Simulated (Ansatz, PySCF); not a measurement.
Molecule: BIF, charge 0, multiplicity 2. SMILES: [B](F)I
Structure (B3LYP-D3(BJ)/def2-TZVP (Ansatz, a quantum-chemistry and plane-wave program) minimum search):
```
B
F 1 1.2956
I 1 2.1532 2 123.66
```
Charge 0, spin multiplicity 2.

Unscaled harmonic wavenumbers (cm⁻¹) in rising order, each level at the stationary point that it reaches from this structure (no distance between atoms moves by over 0.3 Å); the order of modes can differ between levels, and a negative number is imaginary. B3LYP-D3(BJ)/def2-TZVP (PySCF, at the structure above): 263, 558, 1329.

HF/6-31G* with LANL2DZ past Ar (Ansatz): 273, 575, 1418. Zero-point energy 3.2 against 3.1 kcal/mol; where all levels lie over 400 cm⁻¹, the wavenumbers are on average 1.048 times those of B3LYP-D3(BJ)/def2-TZVP.

B3LYP/6-31G* with LANL2DZ past Ar (Ansatz): 257, 544, 1354. Zero-point energy 3.1 against 3.1 kcal/mol; where all levels lie over 400 cm⁻¹, the wavenumbers are on average 0.997 times those of B3LYP-D3(BJ)/def2-TZVP.
